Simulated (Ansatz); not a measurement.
Basis-set extrapolation for `OCCOCCO` (PBE0-D4/def2-TZVP geometry, frozen core, Ansatz). Multiplicity 1, RHF reference.

|  | def2-TZVPP | def2-QZVPP |
| --- | --- | --- |
| HF | -382.014262 | -382.032409 |
| MP2 correlation | -1.404257 | -1.506755 |
| CCSD(T) correlation | -1.506234 | not run |

Energies in hartree. Use E(X) = E(∞) + A·exp(−7.88·√X) for Hartree–Fock and E(X) = E(∞) + B·X^(−2.97) for correlation, with X = 3 and 4, and add CCSD(T) minus MP2 of the smaller set to the MP2 limit.

Q: What is the CCSD(T) energy at the basis-set limit?

A: HF limit: -382.032409 + (-0.018147) × 0.13774 = -382.03491. MP2 limit: -1.506755 + (-0.102498) × 0.74074 = -1.58268. Higher-order term: -1.506234 − (-1.404257) = -0.10198. Total: -383.71957 hartree, 124.9 kcal/mol below CCSD(T)/def2-TZVPP.
